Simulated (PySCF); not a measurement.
**Spin-rotation constants: SMILES Cc1c(Br)[c+]1OC(F)(F)F, [C₅H₃BrF₃O]+, charge +1**

Cartesian coordinates in Å; atom numbers follow the order of the lines, from 1:
```xyz
13

C    -1.6272   -0.7151    0.6889
C    -0.9532    0.3115   -0.0526
C    -0.9706    1.5631   -0.6924
Br   -1.8185    3.0687   -1.1995
C     0.1953    0.8027   -0.6773
O     1.4304    0.7006   -1.0373
C     2.1487   -0.4406   -0.6456
F     1.4405   -1.5280   -0.9088
F     2.3614   -0.4053    0.6562
F     3.2702   -0.4559   -1.2954
H    -2.6018   -0.9261    0.2407
H    -1.8456   -0.3495    1.6986
H    -1.0340   -1.6257    0.7617
```

Total charge +1.

Theory: GIAO B3LYP/pcSseg-1 magnetisability, rotational g tensor and spin-rotation constants, non-relativistic, gas phase (PySCF 2.14.0). Geometry: GFN2-xTB.

The calculation is non-relativistic, which matters for the atoms heavier than Zn. For an ion the centre-of-mass motion in the field is neglected.

Question: Give the nuclear spin-rotation constants along the inertial axes (H = +C I·J) beside the isotropic shieldings.

Answer: Rotational constants 1.9664, 0.3971, 0.3509 GHz. A star marks the isotopologue with that one atom substituted, in its own axes.
```csv
atom,isotope,Caa (kHz),Cbb (kHz),Ccc (kHz),mean (kHz),σ (ppm)
Br4,79Br,2.979,1.237,0.552,1.589,1766.0
F8,19F,3.106,0.484,0.416,1.335,236.2
F9,19F,3.077,0.602,0.358,1.346,229.4
F10,19F,2.479,0.454,0.514,1.149,242.9
H11,1H,-0.168,-0.030,-0.025,-0.074,28.4
H12,1H,-0.240,-0.033,-0.011,-0.095,28.6
H13,1H,0.002,-0.039,-0.044,-0.027,28.2
C1,13C*,0.313,0.054,0.037,0.135,169.7
C2,13C*,1.178,0.173,0.042,0.464,4.1
C3,13C*,0.925,0.209,0.047,0.394,9.6
C5,13C*,0.967,0.192,0.057,0.405,8.0
O6,17O*,-0.574,-0.121,-0.042,-0.246,101.3
C7,13C*,0.649,0.118,0.107,0.291,49.1
```
For the geometry as given, no vibrational averaging.
